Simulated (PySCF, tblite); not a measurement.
C₂H₁₁NO₃Si₃.
Geometry (GFN2-xTB, Å), atoms numbered from 1 in this order:
```xyz
20
C2H11NO3Si3 angstrom
C      3.2083   -0.7552    0.2578
N      2.3651    0.4167    0.2539
Si     0.9181    0.4751   -0.6530
O      0.2704    1.9364   -0.3575
Si    -1.2170    2.3011    0.1690
O     -2.0182    0.9396    0.5410
Si    -1.5219   -0.6119    0.5828
C     -2.7467   -1.6747   -0.3831
O     -0.0576   -0.7092   -0.1215
H      2.5685   -1.6334    0.2573
H      3.8600   -0.8029   -0.6211
H      3.8299   -0.7676    1.1542
H      2.9006    1.2695    0.3107
H      0.9513    0.3157   -2.1046
H     -1.0419    3.0640    1.3940
H     -1.9387    2.8991   -0.9434
H     -1.3294   -0.9556    1.9880
H     -2.4389   -2.7147   -0.3738
H     -3.7321   -1.6197    0.0663
H     -2.8349   -1.3617   -1.4201
```

Computed with PBE0/pcSseg-1 in PySCF (dipole) on a GFN2-xTB geometry, gas phase.

Masses are those of the commonest isotopes; rigid-rotor values at the optimised geometry. The values belong to one conformer with, in the numbering `[CH3:1][NH:2][Si@@H:3]1[O:4][SiH2:5][O:6][Si@@H:7]([CH3:8])[O:9]1`, C1–N2–Si3–O4 179°, N2–Si3–O4–Si5 -126°, Si3–O4–Si5–O6 6°, O4–Si5–O6–Si7 6°, Si5–O6–Si7–C8 -130°.

**Question.** What are A, B and C (MHz)?

**Answer.** Ia = 345.80, Ib = 608.06, Ic = 861.73 u·Å²; 505379 MHz·u·Å²/I gives A = 1461, B = 831.1, C = 586.5 MHz.

**Question.** What kind of rotor is it?

**Answer.** An asymmetric top; Ray's κ = -0.441.

**Question.** Is it planar, by Δ = Ic − Ia − Ib?

**Answer.** Not planar: Δ = Ic − Ia − Ib = -92.13 u·Å². For a rigid frame Δ = −2 Σ m c², so Σ m c² = 46.07 u·Å² lies off the ab plane: 16.13 from hydrogen and 29.93 from heavier atoms. The atom farthest from that plane is 2.06 Å away.

**Question.** Give the other two planar moments, Paa and Pbb, and the rms extents of the mass along the axes.

**Answer.** Paa = Σ m a² = (Ib + Ic − Ia)/2 = 561.99 and Pbb = Σ m b² = (Ia + Ic − Ib)/2 = 299.74 u·Å². With the mass M = 181.00 u, the rms extents √(P/M) along a, b and c are 1.76, 1.29, 0.50 Å.

**Question.** List the rotational levels J(Ka,Kc) to J = 3 (cm⁻¹).

**Answer.** Above 0(0,0):
J = 1: 1(0,1) 0.0473, 1(1,1) 0.0683, 1(1,0) 0.0765
J = 2: 2(0,2) 0.1399, 2(1,2) 0.1547, 2(1,1) 0.1792, 2(2,1) 0.2423, 2(2,0) 0.2442
J = 3: 3(0,3) 0.2746, 3(1,3) 0.2832, 3(1,2) 0.3319, 3(2,2) 0.3841, 3(2,1) 0.3933, 3(3,1) 0.5108, 3(3,0) 0.5111

**Question.** Predict some low-J microwave lines.

**Answer.** The dipole components are |μa| = 0.98 D, |μb| = 0.38 D, |μc| = 0.18 D. The squared components, which scale the intensities, stand as 1.00 : 0.15 : 0.03 (a : b : c). Some lines, for components of 0.1 D or more:

| type | branch | J(Ka,Kc) | MHz | lower level (cm⁻¹) |
| --- | --- | --- | --- | --- |
| a | R | 1(0,1) ← 0(0,0) | 1418 | 0.000 |
| b | Q | 3(2,1) ← 3(1,2) | 1840 | 0.332 |
| b | Q | 2(2,0) ← 2(1,1) | 1950 | 0.179 |
| b | R | 2(0,2) ← 1(1,1) | 2146 | 0.068 |
| b | Q | 2(2,1) ← 2(1,2) | 2625 | 0.155 |
| c | Q | 3(3,1) ← 3(2,1) | 3523 | 0.393 |
| b | Q | 3(3,1) ← 3(2,2) | 3796 | 0.384 |
| b | R | 2(2,1) ← 1(1,0) | 4971 | 0.076 |
| c | R | 2(2,0) ← 1(1,0) | 5029 | 0.076 |
| c | R | 2(2,1) ← 1(1,1) | 5216 | 0.068 |
| b | R | 3(2,2) ← 2(1,1) | 6144 | 0.179 |
| c | R | 3(2,2) ← 2(1,2) | 6878 | 0.155 |
| b | R | 3(3,0) ← 2(2,1) | 8058 | 0.242 |

**Question.** Estimate the classical rotational partition function at 10 K, 25 K and 298.15 K.

**Answer.** Point group C1, symmetry number σ = 1; q = (√π/σ)·√((kT/h)³/(ABC)), k/h = 20836.6 MHz/K: 6320 at 10 K, 25000 at 25 K, 1030000 at 298.15 K.

Its GFN2-xTB frequencies are all real (lowest 40 cm⁻¹). Constants of a rigid frame at the computed geometry: no zero-point averaging, no centrifugal distortion. A rigid rotor knows nothing of inversion at nitrogen or internal rotation, which can split or shift real lines. Quadrupole hyperfine structure (14N) is left out.
